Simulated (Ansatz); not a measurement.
Born–Oppenheimer molecular dynamics of Cl3FHf (5 atoms, charge 0, multiplicity 1). It starts from a relaxed structure.

Computed with Ansatz, RKS PBE0/def2-SVP.

```yaml
ensemble: NVT, Nosé–Hoover chain
time_step: 2 fs
steps_asked: 250
set_temperature: 500 K
thermostat: time constant 100 fs, chain length 3
seed: 89932
```

Frames 10 fs apart, positions in Å.

Velocities at 260 fs (Å/ps):

```
Hf -1.17 -0.67 -0.33
F -2.74 5.57 5.35
Cl 6.62 -0.01 -3.45
Cl 0.38 -1.74 2.27
Cl 0.36 2.12 -0.03
```

```xyz
5
Properties=species:S:1:pos:R:3 time_fs=260 energy_less_start_eV=0.228 T=541
Hf -0.070 -0.004 -0.016
F -0.097 0.108 1.819
Cl 2.110 -0.033 -0.947
Cl -0.869 2.047 -0.724
Cl -0.834 -2.050 -0.760
5
Properties=species:S:1:pos:R:3 time_fs=270 energy_less_start_eV=0.301 T=360
Hf -0.077 -0.010 -0.022
F -0.123 0.161 1.896
Cl 2.166 -0.032 -0.974
Cl -0.872 2.034 -0.706
Cl -0.838 -2.037 -0.763
5
Properties=species:S:1:pos:R:3 time_fs=280 energy_less_start_eV=0.384 T=154
Hf -0.071 -0.013 -0.024
F -0.146 0.199 1.935
Cl 2.190 -0.030 -0.982
Cl -0.889 2.031 -0.697
Cl -0.861 -2.041 -0.773
5
Properties=species:S:1:pos:R:3 time_fs=290 energy_less_start_eV=0.225 T=569
Hf -0.053 -0.013 -0.018
F -0.161 0.214 1.884
Cl 2.176 -0.028 -0.968
Cl -0.918 2.034 -0.697
Cl -0.899 -2.055 -0.788
5
Properties=species:S:1:pos:R:3 time_fs=300 energy_less_start_eV=0.205 T=638
Hf -0.028 -0.011 -0.012
F -0.167 0.211 1.801
Cl 2.132 -0.024 -0.935
Cl -0.955 2.034 -0.704
Cl -0.944 -2.067 -0.801
5
Properties=species:S:1:pos:R:3 time_fs=310 energy_less_start_eV=0.232 T=579
Hf -0.002 -0.011 -0.018
F -0.169 0.203 1.806
Cl 2.085 -0.019 -0.893
Cl -0.993 2.025 -0.715
Cl -0.990 -2.062 -0.806
5
Properties=species:S:1:pos:R:3 time_fs=320 energy_less_start_eV=0.269 T=495
Hf 0.015 -0.011 -0.032
F -0.161 0.189 1.884
Cl 2.074 -0.013 -0.857
Cl -1.028 2.000 -0.726
Cl -1.029 -2.034 -0.802
5
Properties=species:S:1:pos:R:3 time_fs=330 energy_less_start_eV=0.200 T=680
Hf 0.015 -0.011 -0.040
F -0.134 0.159 1.918
Cl 2.119 -0.006 -0.839
Cl -1.057 1.960 -0.738
Cl -1.060 -1.985 -0.789
5
Properties=species:S:1:pos:R:3 time_fs=340 energy_less_start_eV=0.025 T=1135
Hf 0.003 -0.010 -0.036
F -0.089 0.113 1.867
Cl 2.203 0.001 -0.831
Cl -1.082 1.911 -0.752
Cl -1.085 -1.923 -0.772
5
Properties=species:S:1:pos:R:3 time_fs=350 energy_less_start_eV=0.161 T=774
Hf -0.008 -0.007 -0.029
F -0.037 0.058 1.797
Cl 2.287 0.007 -0.823
Cl -1.110 1.864 -0.771
Cl -1.114 -1.866 -0.757
5
Properties=species:S:1:pos:R:3 time_fs=360 energy_less_start_eV=0.202 T=649
Hf -0.009 -0.003 -0.032
F 0.013 0.003 1.819
Cl 2.343 0.013 -0.804
Cl -1.146 1.832 -0.796
Cl -1.155 -1.831 -0.749
5
Properties=species:S:1:pos:R:3 time_fs=370 energy_less_start_eV=0.185 T=667
Hf 0.003 0.002 -0.041
F 0.058 -0.051 1.896
Cl 2.356 0.018 -0.773
Cl -1.191 1.816 -0.825
Cl -1.208 -1.819 -0.748
```

Of the whole run (500 fs, mean temperature of the second half 528 K): The conserved energy stayed within 0.45 meV per atom of its start (net change 0.27 meV per atom), so the integration is sound. A run of 0.5 ps of so small a system gives no equilibrium averages.

Time of the run: 4.7 min on 2 threads of AMD EPYC 9R45 96-Core Processor (Zen 5), with other jobs on the host, peak memory 0.25 GiB.
